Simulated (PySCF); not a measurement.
Compound: C₄H₈Si.
Numbering: `[CH2:1]=[CH:2][SiH:3]1[CH2:4][CH2:5]1` (hydrogens: H6, H7 on C1; H8 on C2; H9 on Si3; H10, H11 on C4; H12, H13 on C5)

The same species was optimised twice, with GFN2-xTB and with PBE0-D3(BJ)/def2-SVP (PySCF), and the same property calculations (PySCF, gas phase) were run on both structures.

```json
{"coordinate": "Si3–H9 (Å)", "GFN2-xTB": "1.456", "PBE0-D3(BJ)/def2-SVP": "1.485", "change": "+0.029"}
{"coordinate": "Si3–C4 (Å)", "GFN2-xTB": "1.886", "PBE0-D3(BJ)/def2-SVP": "1.861", "change": "-0.025"}
{"coordinate": "Si3–C5 (Å)", "GFN2-xTB": "1.886", "PBE0-D3(BJ)/def2-SVP": "1.862", "change": "-0.024"}
{"coordinate": "C1–H7 (Å)", "GFN2-xTB": "1.078", "PBE0-D3(BJ)/def2-SVP": "1.096", "change": "+0.018"}
{"coordinate": "C1–H6 (Å)", "GFN2-xTB": "1.079", "PBE0-D3(BJ)/def2-SVP": "1.095", "change": "+0.016"}
{"coordinate": "C4–H10 (Å)", "GFN2-xTB": "1.081", "PBE0-D3(BJ)/def2-SVP": "1.097", "change": "+0.016"}
{"coordinate": "C5–H13 (Å)", "GFN2-xTB": "1.081", "PBE0-D3(BJ)/def2-SVP": "1.097", "change": "+0.016"}
{"coordinate": "C4–H11 (Å)", "GFN2-xTB": "1.080", "PBE0-D3(BJ)/def2-SVP": "1.096", "change": "+0.016"}
{"coordinate": "C5–H12 (Å)", "GFN2-xTB": "1.080", "PBE0-D3(BJ)/def2-SVP": "1.096", "change": "+0.016"}
{"coordinate": "C2–H8 (Å)", "GFN2-xTB": "1.083", "PBE0-D3(BJ)/def2-SVP": "1.098", "change": "+0.015"}
{"coordinate": "C1=C2 (Å)", "GFN2-xTB": "1.325", "PBE0-D3(BJ)/def2-SVP": "1.339", "change": "+0.014"}
{"coordinate": "C2–Si3 (Å)", "GFN2-xTB": "1.870", "PBE0-D3(BJ)/def2-SVP": "1.860", "change": "-0.010"}
{"coordinate": "C4–C5 (Å)", "GFN2-xTB": "1.534", "PBE0-D3(BJ)/def2-SVP": "1.539", "change": "+0.005"}
{"coordinate": "Si3–C5–H13 (°)", "GFN2-xTB": "120.3", "PBE0-D3(BJ)/def2-SVP": "117.6", "change": "-2.7"}
{"coordinate": "Si3–C4–H10 (°)", "GFN2-xTB": "120.1", "PBE0-D3(BJ)/def2-SVP": "118.3", "change": "-1.8"}
{"coordinate": "C2–Si3–H9 (°)", "GFN2-xTB": "115.9", "PBE0-D3(BJ)/def2-SVP": "114.6", "change": "-1.3"}
{"coordinate": "C4–C5–H12 (°)", "GFN2-xTB": "115.7", "PBE0-D3(BJ)/def2-SVP": "116.9", "change": "+1.2"}
{"coordinate": "H12–C5–H13 (°)", "GFN2-xTB": "111.4", "PBE0-D3(BJ)/def2-SVP": "112.5", "change": "+1.1"}
{"coordinate": "Si3–C2–H8 (°)", "GFN2-xTB": "116.4", "PBE0-D3(BJ)/def2-SVP": "117.4", "change": "+1.0"}
{"coordinate": "H10–C4–H11 (°)", "GFN2-xTB": "111.4", "PBE0-D3(BJ)/def2-SVP": "112.4", "change": "+1.0"}
{"coordinate": "C5–C4–H11 (°)", "GFN2-xTB": "115.8", "PBE0-D3(BJ)/def2-SVP": "116.7", "change": "+0.9"}
{"coordinate": "C1–C2–Si3–C4 (°)", "GFN2-xTB": "-26", "PBE0-D3(BJ)/def2-SVP": "-27", "change": "-1"}
```

Rotational constants: A = 7653, B = 2700, C = 2377 MHz (GFN2-xTB) against A = 7692, B = 2714, C = 2399 MHz (PBE0-D3(BJ)/def2-SVP).

On the GFN2-xTB structure: lowest singlet, TDDFT (eV) 5.31 [CAM-B3LYP/def2-SVPD]; lowest triplet, Tamm–Dancoff (eV) 3.77 [CAM-B3LYP/def2-SVPD]; isotropic polarisability (au) 74.6 [CAM-B3LYP/def2-SVPD]; HOMO (eV) -7.73 [CAM-B3LYP/def2-SVPD]; LUMO (eV) 0.28 [CAM-B3LYP/def2-SVPD]; dipole (D) 0.65 [CAM-B3LYP/def2-SVPD]; HOMO (eV) -6.49 [PBE0/pcSseg-1]; LUMO (eV) -0.73 [PBE0/pcSseg-1]; dipole (D) 0.55 [PBE0/pcSseg-1]; GIAO shielding of C1 (ppm) 46.8 [PBE0/pcSseg-1]; GIAO shielding of C2 (ppm) 49.6 [PBE0/pcSseg-1]; GIAO shielding of Si3 (ppm) 484.3 [PBE0/pcSseg-1]; GIAO shielding of C4/C5 (mean) (ppm) 186.9 [PBE0/pcSseg-1].

Question: What do these properties become on the PBE0-D3(BJ)/def2-SVP structure?

Answer: 
| property | level | on GFN2-xTB | on PBE0-D3(BJ)/def2-SVP | change |
| --- | --- | --- | --- | --- |
| lowest singlet, TDDFT (eV) | CAM-B3LYP/def2-SVPD | 5.31 | 5.30 | -0.01 |
| lowest triplet, Tamm–Dancoff (eV) | CAM-B3LYP/def2-SVPD | 3.77 | 3.71 | -0.06 |
| isotropic polarisability (au) | CAM-B3LYP/def2-SVPD | 74.6 | 75.4 | +0.8 |
| HOMO (eV) | CAM-B3LYP/def2-SVPD | -7.73 | -7.75 | -0.02 |
| LUMO (eV) | CAM-B3LYP/def2-SVPD | 0.28 | 0.24 | -0.04 |
| dipole (D) | CAM-B3LYP/def2-SVPD | 0.65 | 0.66 | +0.01 |
| energy, GFN2-xTB geometry as zero (kcal/mol) | CAM-B3LYP/def2-SVPD | 0.0 | -1.2 | -1.2 |
| HOMO (eV) | PBE0/pcSseg-1 | -6.49 | -6.50 | -0.01 |
| LUMO (eV) | PBE0/pcSseg-1 | -0.73 | -0.77 | -0.04 |
| dipole (D) | PBE0/pcSseg-1 | 0.55 | 0.58 | +0.03 |
| energy, GFN2-xTB geometry as zero (kcal/mol) | PBE0/pcSseg-1 | 0.0 | -1.0 | -1.0 |
| GIAO shielding of C1 (ppm) | PBE0/pcSseg-1 | 46.8 | 43.3 | -3.5 |
| GIAO shielding of C2 (ppm) | PBE0/pcSseg-1 | 49.6 | 46.0 | -3.6 |
| GIAO shielding of Si3 (ppm) | PBE0/pcSseg-1 | 484.3 | 477.8 | -6.5 |
| GIAO shielding of C4/C5 (mean) (ppm) | PBE0/pcSseg-1 | 186.9 | 186.3 | -0.6 |

The heavy atoms differ by 0.013 Å rms after alignment. Among all bonds Si3–H9 changes most (+0.029 Å). Changes are differences of the printed values. Neither structure is proved a minimum here.

Shape of the structure used: `[CH2:1]=[CH:2][SiH:3]1[CH2:4][CH2:5]1`: C1–C2–Si3–C4 -27°.
